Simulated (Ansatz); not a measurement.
`O[SiH](O)O[Si](O)(F)F`. Total charge 0; spin multiplicity 1. The structure was optimised at the PBE0-D4/def2-TZVP level. It is one conformer, not always the lowest.

```xyz
12

O     2.319    1.440    0.525
Si    0.743    1.119    0.729
O     0.553   -0.060    1.839
O     0.051    0.607   -0.680
Si   -0.898   -0.538   -1.249
O    -1.386   -1.446    0.009
F    -0.146   -1.426   -2.312
F    -2.138    0.074   -2.005
H     2.935    0.705    0.496
H     0.111    2.393    1.099
H    -0.159   -0.688    1.685
H    -1.984   -2.180   -0.136
```

What is the dipole moment at ωB97M-V/def2-TZVPP? (Estimate.)

The calculation gave: 2.82 D, with components (-1.01, -2.58, 0.51) D in this frame, pointing from negative to positive charge.

And with PBE, r2SCAN, B3LYP? (Best estimate.)

Ansatz gave: PBE 2.71 D, r2SCAN 2.78 D, B3LYP 2.78 D.

Give the Mulliken charges with ωB97M-V, PBE, r2SCAN in def2-TZVPP. (Estimate.)

The calculation gave: 
```
atom  ωB97M-V    PBE  r2SCAN
  O1    -0.37  -0.34   -0.40
 Si2     0.65   0.58    0.73
  O3    -0.39  -0.35   -0.41
  O4    -0.34  -0.26   -0.36
 Si5     0.88   0.74    0.91
  O6    -0.38  -0.35   -0.41
  F7    -0.29  -0.26   -0.30
  F8    -0.29  -0.25   -0.29
  H9     0.18   0.19    0.21
 H10    -0.05  -0.09   -0.10
 H11     0.20   0.20    0.21
 H12     0.19   0.20    0.21
```

B3LYP here is the variant with VWN-RPA as its local correlation; programs differ in this.
